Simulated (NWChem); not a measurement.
The numbers come from NWChem runs, not from measurements. System: H$_{6}$GeSi, charge 1, spin multiplicity 2, at the geometry of a parent with another charge or spin, in a state set for the comparison that need not be this species' ground state. Its SCF solution wasn't tested for a lower state. Level: UMP2/def2-TZVP, 14 core orbitals frozen.

Input file:

```
start mol
memory heap 200 mb stack 900 mb global 1100 mb
charge 1
geometry units angstroms nocenter noautoz
  Si     0.061769     1.604304     0.000000
  Ge    -0.029915    -0.777016     0.000000
  H      0.782763     2.091356     1.215435
  H      0.782763     2.091356    -1.215435
  H     -1.320882     2.172304     0.000000
  H     -0.771586    -1.289161     1.249517
  H     -0.771586    -1.289161    -1.249517
  H      1.391037    -1.372451     0.000000
  symmetry group Cs
end
basis spherical
  * library def2-tzvp
end
scf
  uhf
  nopen 1
  maxiter 100
  thresh 1e-7
  semidirect memsize 60000000 filesize 0
  # guess.movecs holds the orbitals of an unrestricted PBE0 run
  vectors input guess.movecs output mol.movecs
end
mp2
  freeze core 14
end
task mp2 energy
```

Part of the output:

```
             Northwest Computational Chemistry Package (NWChem) 7.3.0
             --------------------------------------------------------

                                NWChem Input Module
                                -------------------

 Scaling coordinates for geometry "geometry" by  1.889725989
 (inverse scale =  0.529177249)

 Turning off AUTOSYM since
 SYMMETRY directive was detected!

                             Geometry "geometry" -> ""
                             -------------------------

 Output coordinates in angstroms (scale by  1.889725989 to convert to a.u.)

  No.       Tag          Charge          X              Y              Z
 ---- ---------------- ---------- -------------- -------------- --------------
    1 Si                  14.0000     0.06176900     1.60430400     0.00000000
    2 Ge                  32.0000    -0.02991500    -0.77701600     0.00000000
    3 H                    1.0000     0.78276300     2.09135600     1.21543500
    4 H                    1.0000     0.78276300     2.09135600    -1.21543500
    5 H                    1.0000    -1.32088200     2.17230400     0.00000000
    6 H                    1.0000    -0.77158600    -1.28916100     1.24951700
    7 H                    1.0000    -0.77158600    -1.28916100    -1.24951700
    8 H                    1.0000     1.39103700    -1.37245100     0.00000000

 Effective nuclear repulsion energy (a.u.)     172.4170698719

            Nuclear Dipole moment (a.u.)
            ----------------------------
        X                 Y               Z
 ---------------- ---------------- ----------------
    -0.0000094486    -0.0000245664     0.0000000000

      Symmetry information
      --------------------

 Group name             Cs
 Group number              2
 Group order               2
 No. of unique centers     6

      Symmetry unique atoms

     1    2    3    5    6    8


 Summary of "ao basis" -> "" (spherical)
 ------------------------------------------------------------------------------
       Tag                 Description            Shells   Functions and Types
[...]
  AO/Fock/Back tols     =   1.0D-09  1.0D-09  1.0D-09

 GA uses MA = F    GA memory limited = T

 Available:
  local mem=  1.26D+08
 global mem=  1.44D+08
 local disk=  0.00D+00
  mp2_memr nvloc                    95
  nvloc new                    95
   1 passes of  12:        5242880                      86844                  27517570.
   1 passes of  12: M    126142992           G      144149918           F     120900112.

 Semi-direct pass number   1 of   1  for UHF alpha       at        5.0s
  vrange nnbf                  7093
  mp2_eaftype                   104  avail_ma_in_mb                  1099
 EAF : mp2_eaftype filesize         104   13758785.
  mp2_eaf for mointskh                    104
Node 0 wrote     64.7 Mb in      0.0 s     Agg I/O rate:  2781.8 Mb/s
 Done moints_semi at       12.1s
  mp2_eaftype                   104  avail_ma_in_mb                   995
 EAF : mp2_eaftype filesize         104   13758785.
  mp2_eaf for kh                   104
 Done maket at       12.3s
 Done multipass loop at       12.3s

 GA uses MA = F    GA memory limited = T

 Available:
  local mem=  1.26D+08
 global mem=  1.44D+08
 local disk=  0.00D+00
  mp2_memr nvloc                    96
  nvloc new                    96
   1 passes of  11:        5242880                      82646                  25491809.
   1 passes of  11: M    126142992           G      144149918           F     120900112.

 Semi-direct pass number   1 of   1  for UHF beta        at       12.3s
  vrange nnbf                  7093
  mp2_eaftype                    97  avail_ma_in_mb                  1099
 EAF : mp2_eaftype filesize          97   12745905.
  mp2_eaf for mointskh                     97
Node 0 wrote     59.9 Mb in      0.0 s     Agg I/O rate:  2365.0 Mb/s
 Done moints_semi at       19.6s
  mp2_eaftype                    97  avail_ma_in_mb                  1002
 EAF : mp2_eaftype filesize          97   12745905.
  mp2_eaf for kh                    97
 Done maket at       19.8s
 Done multipass loop at       19.8s

          -------------------------------------------
          SCF energy               -2367.434037567276
          Correlation energy          -0.353711121892
          Singlet pairs                0.000000000000
          Triplet pairs                0.000000000000
          Total MP2 energy         -2367.787748689168
          -------------------------------------------

          ---------------------------------------------------
                    Spin Component Scaled (SCS) MP2
          Same spin pairs                     -0.078715925386
          Same spin scaling factor             0.333333333333
          Opposite spin pairs                 -0.274995196505
          Opposite spin scaling fact.          1.200000000000
          SCS-MP2 correlation energy          -0.356232877602
          Total SCS-MP2 energy             -2367.790270444878
          ---------------------------------------------------

 -----------------------
 Performance information
 -----------------------

 Timer overhead =  1.70D-07 seconds/call

               Nr. of calls         CPU time (s)                 Wall time (s)                GFlops
             ---------------    -------------------     ------------------------------   -------------------
Name         Min   Avg   Max    Min     Avg     Max     Min     Avg     Max   Mx/calls   Min     Max     Sum
mp2: moin     2     2     2    14.     14.     14.      14.     14.     14.     7.2      0.0     0.0     0.0
mp2: make     2     2     2   0.38    0.38    0.38     0.38    0.38    0.38    0.19      0.0     0.0     0.0
mp2: tota     1     1     1    15.     15.     15.      15.     15.     15.     15.      0.0     0.0     0.0

 The average no. of pstat calls per process was 5.00D+00
 with a timing overhead of 8.48D-07s

 Task  times  cpu:       19.8s     wall:       19.8s

 Total times  cpu:       19.8s     wall:       19.8s
```
